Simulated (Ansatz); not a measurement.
Reaction (formal exchange of groups at the Si–O bond): `N[Si](O)(S)Cl` + CH₄ → `C[Si](N)(S)Cl` + H₂O

Program: Ansatz. Geometries: PBE0-D4/def2-TZVP. ΔE: electronic, gas phase. CCSD(T)/CBS is the MP2 limit (def2-TZVPP, def2-QZVPP) plus CCSD(T) − MP2 in def2-TZVPP, frozen cores. This one scheme is used for every species. Functionals use def2-TZVPP. B3LYP here is the variant with VWN-RPA as its local correlation; programs differ in this. One conformer a species, not always the lowest.

| level | ΔE (kJ/mol) | difference from CCSD(T)/CBS |
| --- | --- | --- |
| PBE-D4 | 97.3 | -4.3 |
| r2SCAN-D4 | 108.9 | 7.3 |
| PBE0-D4 | 99.4 | -2.2 |
| B3LYP-D4 | 108.2 | 6.6 |
| ωB97X-V | 106.3 | 4.7 |
| ωB97M-V | 105.9 | 4.3 |
| B2PLYP | 110.9 | 9.3 |
| PBE | 99.8 | -1.8 |
| r2SCAN | 109.7 | 8.1 |
| PBE0 | 101.8 | 0.2 |
| B3LYP | 112.1 | 10.5 |
| HF/def2-TZVPP | 122.4 | 20.8 |
| MP2/def2-TZVPP | 104.3 | 2.7 |
| SCS-MP2/def2-TZVPP | 107.7 | 6.1 |
| CCSD/def2-TZVPP | 106.4 | 4.8 |
| CCSD(T)/def2-TZVPP | 104.5 | 2.9 |
| HF/def2-QZVPP | 122.5 | 20.9 |
| MP2/def2-QZVPP | 102.7 | 1.1 |
| SCS-MP2/def2-QZVPP | 106.2 | 4.6 |
| HF/CBS(def2) | 122.6 | 21.0 |
| MP2/CBS(def2) | 101.4 | -0.2 |
| CCSD/CBS(def2) | 103.5 | 1.9 |
| CCSD(T)/CBS | 101.6 | 0 |

Largest T1 diagnostic among the species: 0.010.

The D4 term adds −3.9 kJ/mol with B3LYP and −2.4 kJ/mol with PBE0; it sums over pairs of atoms, weighted by their polarisabilities, and B3LYP, whose exchange is more repulsive, gets the larger term. In def2-TZVPP, CCSD(T) changes the Hartree–Fock value by −17.9 kJ/mol (the triples alone add −1.9 kJ/mol) and MP2 by −18.0 kJ/mol.

CCSD(T)/CBS has its own doubt, a few kJ/mol and more with outer-core shells, so smaller differences from it don't rank the levels.
